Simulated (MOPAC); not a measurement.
Input file for MOPAC: PM6 on BrFH2Sn (SMILES [F][SnH2][Br]), a point of a bond scan (R = 2.974 Å).

```
PM6 1SCF PRECISE CHARGE=0 THREADS=1
BrFH2Sn

Sn    -0.82087301 1    -0.25418523 1     0.04124020 1
F     -1.53349458 1     1.43640576 1    -0.55475012 1
Br     1.64216243 1     0.04607296 1     0.07036013 1
H     -1.55870624 1    -2.21944417 1    -2.06564183 1
H     -1.38809149 1    -0.45375329 1     1.63082898 1
```

Output:

```
*******************************************************************************
 **                                                                           **
 **                              MOPAC v23.2.5                                **
 **                                                                           **
 *******************************************************************************
 ** MOPAC's Digital Object Identifier: https://doi.org/10.5281/zenodo.6511958 **
 **                                                                           **
 ** Please cite the open-source release paper for use of this MOPAC version:  **
 ** J. E. Moussa and J. J. P. Stewart (2026)                                  **
 ** MOPAC: An open-source semiempirical molecular orbital program             **
 ** J. Open Source Softw., 11(119), 8025, https://doi.org/10.21105/joss.08025 **
 *******************************************************************************

                              PM6 CALCULATION RESULTS

 *******************************************************************************
 *  PM6        - The PM6 Hamiltonian to be used
 *
 *
 *
 *                 CHARGE ON SYSTEM = 0
 *
 *
 *
 *  PRECISE    - TIGHTER CRITERIA TO BE USED
 *  1SCF       - DO 1 SCF AND THEN STOP
 *  THREADS=1  - MULTI-THREADING NOT USED
 *  T=         - A TIME OF 172800.0 SECONDS REQUESTED
 *  DUMP=N     - RESTART FILE WRITTEN EVERY 7200.0 SECONDS REQUESTED
 *******************************************************************************
PM6 1SCF PRECISE CHARGE=0 THREADS=1
 BrFH2Sn

   ATOM   CHEMICAL          X               Y               Z
  NUMBER   SYMBOL      (ANGSTROMS)     (ANGSTROMS)     (ANGSTROMS)

     1      Sn         -0.82087301  *  -0.25418523  *   0.04124020  *
     2       F         -1.53349458  *   1.43640576  *  -0.55475012  *
     3      Br          1.64216243  *   0.04607296  *   0.07036013  *
     4       H         -1.55870624  *  -2.21944417  *  -2.06564183  *
     5       H         -1.38809149  *  -0.45375329  *   1.63082898  *



          CARTESIAN COORDINATES

    NO.       ATOM           X           Y           Z

     1        Sn         -0.8209     -0.2542      0.0412
     2         F         -1.5335      1.4364     -0.5548
     3        Br          1.6422      0.0461      0.0704
     4         H         -1.5587     -2.2194     -2.0656
     5         H         -1.3881     -0.4538      1.6308

 General Reference for PM6:
 "Optimization of Parameters for Semiempirical Methods V: Modification of NDDO Approximations
 and Application to 70 Elements", J. J. P. Stewart, J. Mol. Mod., 13, 1173-1213 (2007)
 URL: https://link.springer.com/article/10.1007/s00894-007-0233-4

           Empirical Formula: H2 Sn F Br  =     5 atoms



      MOLECULAR POINT GROUP   :   C1


      RHF CALCULATION, NO. OF DOUBLY OCCUPIED LEVELS = 10


 -------------------------------------------------------------------------------
 PM6 1SCF PRECISE CHARGE=0 THREADS=1
 BrFH2Sn



     1SCF WAS SPECIFIED, SO BFGS WAS NOT USED
     SCF FIELD WAS ACHIEVED


                              PM6 CALCULATION
                                                       MOPAC v23.2.5 Linux




          FINAL HEAT OF FORMATION =         39.58809 KCAL/MOL =     165.63657 KJ/MOL


          COSMO AREA              =        124.77 SQUARE ANGSTROMS
          COSMO VOLUME            =        111.76 CUBIC ANGSTROMS

          IONIZATION POTENTIAL    =          8.463615 EV
          HOMO LUMO ENERGIES (EV) =         -8.464 -2.434
          NO. OF FILLED LEVELS    =         10
          MOLECULAR WEIGHT        =        219.6082         POINT GROUP:  C1

          MOLECULAR DIMENSIONS (Angstroms)

            Atom       Atom       Distance
            H     4   Br     3     4.46549
            H     4    H     5     3.00790
            F     2   Br     3     2.52031


          SCF CALCULATIONS        =          1





   ATOM   CHEMICAL          X               Y               Z
  NUMBER   SYMBOL      (ANGSTROMS)     (ANGSTROMS)     (ANGSTROMS)

     1      Sn         -0.82087301  *  -0.25418523  *   0.04124020  *
     2       F         -1.53349458  *   1.43640576  *  -0.55475012  *
     3      Br          1.64216243  *   0.04607296  *   0.07036013  *
     4       H         -1.55870624  *  -2.21944417  *  -2.06564183  *
     5       H         -1.38809149  *  -0.45375329  *   1.63082898  *

                             CARTESIAN COORDINATES

   1   Sn       -0.820873010    -0.254185230     0.041240200
   2    F       -1.533494580     1.436405760    -0.554750120
   3   Br        1.642162430     0.046072960     0.070360130
   4    H       -1.558706240    -2.219444170    -2.065641830
   5    H       -1.388091490    -0.453753290     1.630828980


           Empirical Formula: H2 Sn F Br  =     5 atoms



      MOLECULAR POINT GROUP   :   C1


                  EIGENVALUES
 -37.95616 -27.35495 -17.21427 -14.58183 -14.44221 -13.29281 -12.16155 -10.90559
 -10.63274  -8.46362  -2.43425   0.06525   1.17973   2.81278 115.04194 115.09372
 115.13355 115.53306 115.53398


              NET ATOMIC CHARGES AND DIPOLE CONTRIBUTIONS

  ATOM NO.   TYPE          CHARGE      No. of ELECS.   s-Pop       p-Pop       d-Pop
    1         Sn           0.723559        3.2764     1.42195     1.85449
    2          F          -0.489728        7.4897     1.97442     5.51530
    3         Br          -0.354663        7.3547     1.98828     5.36375     0.00264
    4          H           0.139535        0.8605     0.86046
    5          H          -0.018703        1.0187     1.01870
 DIPOLE           X         Y         Z       TOTAL
 POINT-CHG.    -2.963    -5.787    -0.203     6.505
 HYBRID         0.615     1.447     0.384     1.619
 SUM           -2.348    -4.340     0.181     4.938


          ATOMIC ORBITAL ELECTRON POPULATIONS

     Atom    s        px        py        pz      x^2-y^2     xz        z^2       yz        xy
    1 Sn   1.42195   0.52185   0.53985   0.79279
    2  F   1.97442   1.91756   1.64875   1.94899
    3 Br   1.98828   1.41560   1.96767   1.98049   0.00119   0.00055   0.00042   0.00001   0.00046
    4  H   0.86046
    5  H   1.01870

 **********************
 *                    *
 * JOB ENDED NORMALLY *
 *                    *
 **********************




 == MOPAC DONE ==
```

The run finished.

Cost: very roughly 0.03 core-seconds.
